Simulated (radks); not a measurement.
Ar4+, 14 electrons, occupied as [Ne] 3p(up 1.5, down 1.5) 3s(up 1, down 0) (fractional occupations, a model configuration).

Calculated with a radial shooting solver on a logarithmic mesh with Libxc functionals: non-relativistic Kohn-Sham, PBEsol, spin-polarised, spherical densities, point nucleus.

Energy parts (eV):
total: -14169.670
kinetic: 14154.395
electron-nucleus: -32822.240
Hartree: 5258.781
exchange-correlation: -760.605

Orbitals (lengths in bohr, moments of r in powers of bohr):
\begin{tabular}{lrrr}
orbital & occ. & eigenvalue (eV) & <r^2> \\ \hline
1s up & 1 & -3173.530 & 0.010000 \\
1s down & 1 & -3173.174 & 0.01000 \\
2s up & 1 & -363.0818 & 0.2047 \\
2s down & 1 & -362.6977 & 0.2045 \\
2p up & 3 & -298.7376 & 0.1754 \\
2p down & 3 & -298.3491 & 0.1751 \\
3s up & 1 & -82.4848 & 1.794 \\
3s down & 0 & -80.5767 & 1.816 \\
3p up & 1.5 & -66.6519 & 2.039 \\
3p down & 1.5 & -64.8675 & 2.076 \\
\end{tabular}

The highest occupied level is 3p down at -64.868 eV. The configuration is held as typed, so some empty levels lie below it. The electron density at the nucleus is 3827 e/bohr^3. Virial ratio -V/T = 2.00108. Spin moment in Bohr magnetons: 1. The spin density at the nucleus is 20.22 e/bohr^3 (1s 0.21, 2s 0.01, 3s 20.00), a Fermi contact field of 1.06e+03 T.
